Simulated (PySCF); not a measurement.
PySCF 2.14 output of an unrestricted PBE calculation on a single atom or ion in aug-cc-pVTZ (4s3p2d, 23 functions), with no relativity, point nucleus:

```
SCF conv_tol = 1e-09
number electrons alpha = 1  beta = 1
    J. P. Perdew, K. Burke, and M. Ernzerhof.,  Phys. Rev. Lett. 77, 3865 (1996)
    J. P. Perdew, K. Burke, and M. Ernzerhof.,  Phys. Rev. Lett. 78, 1396 (1997)
    J. P. Perdew, K. Burke, and M. Ernzerhof.,  Phys. Rev. Lett. 77, 3865 (1996)
    J. P. Perdew, K. Burke, and M. Ernzerhof.,  Phys. Rev. Lett. 78, 1396 (1997)
cycle= 1 E= -0.525412518341297  delta_E= -0.00144  |g|= 0.0101  |ddm|= 0.266
cycle= 2 E= -0.524964888172248  delta_E= 0.000448  |g|= 0.0184  |ddm|= 0.113
cycle= 3 E= -0.525592453324572  delta_E= -0.000628  |g|= 0.000325  |ddm|= 0.0766
cycle= 4 E= -0.525592638689674  delta_E= -1.85e-07  |g|= 1.12e-06  |ddm|= 0.00118
cycle= 5 E= -0.525592638689314  delta_E= 3.6e-13  |g|= 1.11e-06  |ddm|= 7.27e-06
converged SCF energy = -0.525592638689314  <S^2> = -1.3322676e-15  2S+1 = 1
```

The run itself started from symmetry-adapted Hartree-Fock orbitals and held the occupation by maximum overlap, on a logarithmic radial grid, so the iterations belong to that start.

Which element, charge and spin multiplicity is this?

H⁻ (hydrogen, charge -1), multiplicity 1; the state was 1s2, closed-shell 1S.

At PBE the highest occupied level has a positive energy, so only the finite basis holds that electron; in a semilocal or global hybrid functional this comes from self-interaction and does not mean that the real anion is unbound.
